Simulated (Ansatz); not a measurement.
Cartesian coordinates in Å:
```
F -0.993 -1.669 -2.025
Si -0.611 -1.355 -0.525
F -0.093 -2.730 0.053
Cl -2.286 -0.793 0.453
N 0.558 -0.149 -0.404
Ge 0.469 1.481 0.433
Cl 0.685 1.213 2.558
H 1.494 -0.406 -0.690
H -0.897 2.114 0.191
H 1.674 2.295 -0.045
```

The species carries charge 0 and has multiplicity 1.

(1) List the PBE/def2-TZVPP orbital energies in eV (the Gaussian-basis code of Ansatz). (Estimate.)

Results:

(1) The calculation gave: Occupied: -10805.85, -2739.50, -2738.89, -1782.34, -1339.14, -1192.58, -1192.56, -1192.54, -660.36, -660.33, -381.07, -250.09, -249.45, -190.78, -190.62, -190.62, -190.16, -189.98, -189.97, -163.78, -139.79, -115.27, -115.21, -115.16, -96.57, -96.55, -96.50, -31.12, -31.07, -31.01, -30.97, -30.97, -30.44, -29.88, -21.94, -21.07, -20.27, -14.62, -14.06, -12.63, -12.30, -11.71, -11.17, -10.62, -10.34, -10.25, -9.93, -9.68, -9.45, -8.55, -8.53, -7.85, -7.60, -7.27. Lowest empty: -1.16, -0.87, -0.27, 0.36, 0.58, 0.89, 1.22, 1.34.
